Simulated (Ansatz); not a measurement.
One change: `N[SiH](Br)C=O` becomes `N[SiH](C=O)CO`.

Ansatz, PBE0-D4/def2-TZVP geometries, multiplicity 1. Each molecule was computed in one conformer, which needn't be the lowest.

Scalar relativity is left out up to krypton. Spin–orbit coupling is left out; it splits and shifts lone-pair levels of the heavy atoms by tenths of an eV.

| property | `N[SiH](Br)C=O` |
| --- | --- |
| LUMO energy (B3LYP/def2-TZVPP) / eV | -2.10 |
| LUMO energy (PBE0/def2-TZVPP) / eV | -1.86 |
| size of the dipole moment (PBE/def2-TZVPP) / D | 1.64 |
| HOMO energy (PBE0/def2-TZVPP) / eV | -7.26 |
| LUMO energy (ωB97M-V/def2-TZVPP) / eV | 0.41 |
| HOMO–LUMO gap (B3LYP/def2-TZVPP) / eV | 4.95 |

What does the change do to each property? (An estimate is asked.)

The calculation gave: 
```tsv
property	`N[SiH](C=O)CO`	shift
LUMO energy (B3LYP/def2-TZVPP) / eV	-1.72	0.38
LUMO energy (PBE0/def2-TZVPP) / eV	-1.45	0.41
size of the dipole moment (PBE/def2-TZVPP) / D	2.68	1.04
HOMO energy (PBE0/def2-TZVPP) / eV	-6.69	0.57
LUMO energy (ωB97M-V/def2-TZVPP) / eV	0.77	0.36
HOMO–LUMO gap (B3LYP/def2-TZVPP) / eV	4.79	-0.16
```

With PBE0 the HOMO rises by 0.57 eV and the LUMO rises by 0.41 eV, so the gap narrows by about 0.16 eV. PBE moves the HOMO by 0.57 eV and ωB97M-V by 0.53 eV. Dipoles are sizes alone; their direction can turn.

B3LYP here is the variant with VWN-RPA as its local correlation; programs differ in this.
